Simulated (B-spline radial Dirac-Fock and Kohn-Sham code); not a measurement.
# Nb 3p1/2: cross section and angular parameters

System: the free niobium atom in the configuration 1s2 2s2 2p6 3s2 3p6 3d10 4s2 4p6 4d4 5s1; threshold 376.1 eV (tabulated edge). Level of theory: Dirac-Hartree-Slater photoionisation with a Latter tail; cross sections with all multipoles, angular parameters from the dipole term and its interference with E2; a radial B-spline solver.

Input of the calculation (task.json; shells as n, l, electrons):

```json
{"items": [{
  "Z": 41,
  "q": 0,
  "cfg": [[1, 0, 2], [2, 0, 2], [2, 1, 6], [3, 0, 2], [3, 1, 6], [3, 2, 10], [4, 0, 2], [4, 1, 6], [4, 2, 4], [5, 0, 1]],
  "A": 93,
  "rrms": 4.324,
  "do": "xps",
  "hv": [52.0, 55.6, 60, 80, 81.7, 89.9, 141.0, 150, 177.0, 184.0, 200, 244.0, 252.0, 300, 322.0, 432.0, 598.0, 800, 1000, 1280.0, 1400.0, 1890.0, 2360.0, 3090.0, 4210.0, 5260.0, 7130.0, 8520.0, 12000, 12300.0],
  "edges": {"K": 18986.0, "L1": 2698.0, "L2": 2465.0, "L3": 2371.0, "M1": 466.6, "M2": 376.1, "M3": 360.6, "M4": 205.0, "M5": 202.3}
}]}
```

Launch: `python xray2_run.py task.json out`

For linearly polarised light dσ/dΩ = σ/(4π) [1 + β P₂(cos θ) + (δ + γ cos²θ) sin θ cos φ], with θ from the polarisation vector and φ the angle between the beam and the projection of the electron momentum on the plane normal to the polarisation.

| hν (eV) | σ (kb) | β | γ | δ |
| --- | --- | --- | --- | --- |
| 432 | 186 | 0.432 | -0.057 | 0.113 |
| 598 | 153 | 1.265 | 0.239 | 0.029 |
| 800 | 109 | 1.497 | 0.070 | 0.005 |
| 1000 | 78.2 | 1.574 | -0.009 | 0.001 |
| 1280 | 51.3 | 1.608 | -0.017 | 0.001 |
| 1400 | ? | ? | ? | ? |
| 1890 | 24.0 | 1.598 | 0.113 | 0.005 |
| 2360 | 14.8 | 1.569 | 0.243 | 0.009 |
| 3090 | 7.92 | 1.516 | 0.439 | 0.017 |
| 4210 | 3.68 | 1.436 | 0.699 | 0.030 |
| 5260 | 2.05 | 1.368 | 0.900 | 0.044 |
| 7130 | 0.889 | 1.262 | 1.181 | 0.071 |
| 8520 | 0.534 | 1.195 | 1.345 | 0.092 |
| 12000 | 0.193 | 1.056 | 1.649 | 0.144 |
| 12300 | 0.179 | 1.046 | 1.670 | 0.148 |

Task: Give the values at 1400 eV.

Result: σ = 43.5 kb, β = 1.611, γ = 0.000, δ = 0.002.
